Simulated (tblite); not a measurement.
Compound: C6H9O2 (doublet state).
Structure used (GFN2-xTB), in Å, numbered top down from 1:
```xyz
17
C6H9O2 angstrom
C     -4.0052   -0.4447    0.1671
C     -2.8121   -0.0153   -0.0138
C     -1.5125    0.4972   -0.0836
O     -1.1799    1.5805    0.3703
O     -0.6682   -0.3479   -0.7331
C      0.6844    0.0748   -0.8287
C      1.4724   -0.2533    0.4394
C      2.9506    0.0669    0.2671
H     -4.8024   -0.2864   -0.5507
H     -4.3027   -1.0072    1.0461
H      1.0918   -0.4622   -1.6885
H      0.7139    1.1546   -1.0146
H      1.0602    0.3285    1.2656
H      1.3421   -1.3133    0.6695
H      3.0901    1.1223    0.0460
H      3.3767   -0.5154   -0.5470
H      3.4936   -0.1671    1.1790
```

All values are computed: GFN2-xTB (tblite) harmonic vibrations without scaling, gas phase. This tight-binding method is rough: wavenumbers can miss measured ones by several per cent, in bad cases by 10 to 20. One conformer, not necessarily the lowest. Open shells enter through the occupations alone, without spin polarisation, and single modes of such species can be off by tens of per cent.

Harmonic wavenumbers (cm⁻¹): 43.8, 61.3, 67.8, 117.0, 126.5, 223.7, 282.3, 291.1, 315.2, 389.9, 572.0, 583.8, 628.6, 782.4, 842.4, 864.9, 872.6, 916.8, 929.3, 1046.8, 1093.7, 1118.7, 1122.6, 1163.6, 1238.5, 1272.3, 1297.0, 1333.0, 1352.4, 1413.7, 1436.3, 1486.4, 1500.4, 1502.1, 1619.7, 1936.9, 2929.8, 2960.8, 2969.4, 2980.6, 2988.6, 2998.0, 3034.2, 3041.6, 3046.9.

A = 6102, B = 914.4, C = 870.9 MHz; mass 113.060 u (most abundant isotopes); point group C1, symmetry number 1; spin multiplicity 2.

Problem. Zero-point energy?

Solution. Half the sum of the wavenumbers: 29398 cm⁻¹ = 84.05 kcal/mol.

Problem. Entropy at 298.15 K, 1 bar (ideal gas, RRHO, classical rotation)?

Solution. Translation 40.11, rotation 28.58, vibration 29.98, spin (R ln 2) 1.38: S = 100.1 cal/(mol K).

Problem. And Cp and H(298.15 K) − H(0)?

Solution. Cp = 35.10 cal/(mol K), of which vibrations give 27.15 (their classical limit is 45 R = 89.4); H(298.15 K) − H(0) = 6.79 kcal/mol without the zero-point energy, 4.42 from vibrations.

Problem. Which modes carry the vibrational entropy at 298.15 K?

Solution. 43.8 cm⁻¹: 5.08; 61.3 cm⁻¹: 4.41; 67.8 cm⁻¹: 4.22; 117.0 cm⁻¹: 3.15; 126.5 cm⁻¹: 3.00; 223.7 cm⁻¹: 1.93 cal/(mol K); the other 39 give 8.19 together.

Problem. How do the functions run with temperature in this model?

Solution. 
```tsv
T (K)	S (cal/(mol K))	Cp (cal/(mol K))	H − H(0) (kcal/mol)	G − H(0) (kcal/mol)	ln q(vib)
150	80.5	23.4	2.47	-9.60	3.71
250	94.2	31.1	5.19	-18.37	6.41
400	111.5	43.4	10.79	-33.83	10.12
600	131.8	56.8	20.89	-58.21	14.76
900	157.6	70.0	40.08	-101.75	21.21
```

q(vib) and H(0) count from the zero-point level.

Problem. Blend soft modes into free rotors: weight 1/[1 + (100 cm⁻¹/ν̃)⁴] for the oscillator and the rest for a rotor with moment μB/(μ + B), μ = h/(8π²ν), B = 10⁻⁴⁴ kg m². What vibrational entropy results?

Solution. 26.64 cal/(mol K) in place of 29.98, which changes −T·S at 298.15 K by +1.00 kcal/mol.

Problem. What must be added to the electronic energy to get the Gibbs energy at 298.15 K and 1 bar?

Solution. ZPE + [H(298.15 K) − H(0)] − T·S = 84.05 + 6.79 − 29.83 = 61.01 kcal/mol.

Hindered rotation and anharmonicity are outside this model. Other conformers, if any are populated, would add a mixing term that is left out. The structure is chiral; the term R ln 2 for an equal mix with its mirror image is left out.

On Arm Neoverse V2, one thread, shared host with 32 logical CPUs at a one-minute load of 25, this took 0.41 s of wall time. This covers the Hessian and the dipole derivatives.
